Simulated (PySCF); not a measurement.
FIZn. Atoms are numbered in the order given.

```xyz
3

Zn     0.0000     0.0000    -1.2169
F      0.0000     0.0000    -2.9743
I      0.0000     0.0000     1.1939
```
Charge 0, spin multiplicity 1.

Geometry optimised at B3LYP-D3(BJ)/def2-TZVP. The def2 effective core potentials stand for the cores of I; spin–orbit coupling is left out.

Method: PySCF with TDA-B3LYP/def2-SVPD.

Vertical excitations; the highest root listed may be one member of a degenerate set.  State labels are in the subgroup C2v.

| state | symmetry | energy (eV) | λ (nm) | f | main pairs |
|---|---|---|---|---|---|
| S1 | B1 | 4.58 | 271 | 0.018 | HOMO−1→LUMO (degenerate set) |
| S2 | B2 | 4.58 | 271 | 0.018 | HOMO→LUMO (degenerate set) |
| S3 | A2 | 6.11 | 203 | 0.000 | HOMO→LUMO+1 50 %, HOMO−1→LUMO+2 50 % |
| S4 | A2 | 6.15 | 201 | 0.000 | HOMO−1→LUMO+2, HOMO→LUMO+1 (degenerate set) |
| S5 | A1 | 6.15 | 201 | 0.000 | HOMO−1→LUMO+1, HOMO→LUMO+2 (degenerate set) |
| S6 | A1 | 6.28 | 198 | 0.002 | HOMO−2→LUMO 41 %, HOMO→LUMO+2 29 %, HOMO−1→LUMO+1 29 % |
| S7 | B1 | 6.62 | 187 | 0.017 | HOMO−4→LUMO (degenerate set) |
| S8 | B2 | 6.62 | 187 | 0.017 | HOMO−3→LUMO (degenerate set) |
| S9 | B1 | 7.56 | 164 | 0.072 | HOMO−1→LUMO+3 (degenerate set) |
| S10 | B2 | 7.56 | 164 | 0.072 | HOMO→LUMO+3 (degenerate set) |
| T1 | B1 | 4.23 | 293 | 0 | HOMO−1→LUMO (degenerate set) |
| T2 | B2 | 4.23 | 293 | 0 | HOMO→LUMO (degenerate set) |
| T3 | A1 | 5.64 | 220 | 0 | HOMO−2→LUMO 64 %, HOMO−1→LUMO+1 17 %, HOMO→LUMO+2 17 % |
| T4 | A1 | 5.93 | 209 | 0 | HOMO−2→LUMO 35 %, HOMO−1→LUMO+1 32 %, HOMO→LUMO+2 32 % |
Triplets are in the Tamm–Dancoff approximation.
